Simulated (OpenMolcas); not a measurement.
## What dynamic correlation does to the levels of Lu+

```yaml
Program: OpenMolcas 26.06
Basis: ANO-RCC-VTZP [8s7p5d3f2g1h]
Scalar_Hamiltonian: DKH2, point nucleus
Active_space: 2 electrons in 9 orbitals (RAS2 5d 6s; RAS3 6p, at most 2 electrons)
State_averaging: 2S+1 = 1 even, 21 roots; 2S+1 = 3 even, 15 roots kept (CI in the orbitals of an earlier block); 2S+1 = 1 odd, 15 roots; 2S+1 = 3 odd, 18 roots kept (CI in the orbitals of an earlier block)
Spin-orbit_coupling: RASSI with atomic mean-field integrals over the reference wave functions, term energies averaged over their components
```

Methods on the same reference wave functions:
A. RASSCF
B. SS-RASPT2, IPEA 0.25 Eh, imaginary shift 0.1 Eh (closed shells correlated: 5s 5p)
C. MS-RASPT2, IPEA 0.25 Eh, imaginary shift 0.1 Eh (closed shells correlated: 5s 5p)

Energies in cm⁻¹ above 6s² ¹S₀, the measured ground level; measured values from NIST Handbook of Basic Atomic Spectroscopic Data.

```tsv
Level	A	B	C	Measured
6s² ¹S₀	0.0	0.0	0.0	0.0
5d 6s ³D₁	13454	12640	12700	11796
5d 6s ³D₂	14123	13320	13380	12435
5d 6s ³D₃	15776	14960	15030	14199
5d 6s ¹D₂	18769	18090	18150	17333
6s 6p ³P°₀	27112	27270	27340	27264
6s 6p ³P°₁	27819	27980	28040	28503
6s 6p ³P°₂	29643	29810	29870	32453
5d² ³F₂	30605	30510	30570	29407
5d² ³F₃	32202	32130	32190	30889
5d² ³F₄	33949	33850	33920	32504
5d² ³P₀	36806	36530	36600	35652
6s 6p ¹P°₁	37047	37040	37100	38223
5d² ³P₁	37832	37680	37750	36557
5d 6p ³F°₂ [67 %]	40495	41840	41910	41225
5d² ¹G₄	41850	40660	40720	
5d 6p ¹D°₂ [59 %]	43433	44970	45030	45459
5d 6p ³F°₃	43511	44720	44780	44919
5d 6p ³D°₁	44427	46270	46330	45532
5d 6p ³D°₂	45717	47570	47630	46904
5d 6p ³F°₄	46270	47470	47540	48537
5d 6p ³D°₃	47269	49070	49140	48733
5d 6p ³P°₀	48069	49220	49280	49964
```

Deviations, from unrounded energies. A percentage is the sum of absolute deviations over the sum of measured energies, with the sign that they share, or ± where signs differ.

```
           Against measurement  Levels     A     B     C
mean absolute deviation (cm-1)      21  1400   870   890
      other configurations (%)      21  ±4.1  ±2.5  ±2.6
```

B, C lie about equally close to measurement and A furthest from it. The largest miss of B in the table is 6s 6p ³P°₂, by -2600 cm-1. The ranking rests on the paired levels alone, and a cruder setting can come out closer through cancelling errors.

Between B and C the level of the table that moves most is 5d² ³P₀, by 67 cm-1 (lowest in B, highest in C). Moves below CASPT2's spread within the term are not significant.

The mean deviations of B to C differ by less than CASPT2's widest spread within a term (420 cm-1), so their order carries little weight.

The lowest spin-free term lies below A's lowest term by 0.194 hartree in B, 0.195 hartree in C.

CASPT2 breaks the degeneracy within a term, and the mean is taken; among the terms shown or strongly mixed into the levels shown the widest spread is 420 cm-1 (5d² ¹G, C). Some levels mix across a computed gap that differs much from the measured one, so their mixing is not that of the real levels. Terms from blocks run as CI alone lack orbitals of their own. Configurations are named by rounded mean occupations; where the s occupation lies near a half they are strongly mixed, a name can repeat and a true partner stay unpaired. A single d shell beside an s shell can misplace configurations of different d count against each other. Without dynamic correlation excited terms often stand tens of per cent too high (terms of higher spin than the ground term too low), and those without a measured partner can miss by more than the paired ones (holds for A). Measured partners are found by configuration, term and J. A level has none where our copy of the source lacks it or the pairing is in doubt (some pairs that miss far off the trend of their configuration count as doubtful), and it then counts in no deviation. Levels of configurations outside the active space are missing. Levels that lie high or do not pair safely by name in every column are left out.

A share in square brackets marks a mixed level and gives the weight of the term that names it, the lowest over the columns. ° marks odd parity.
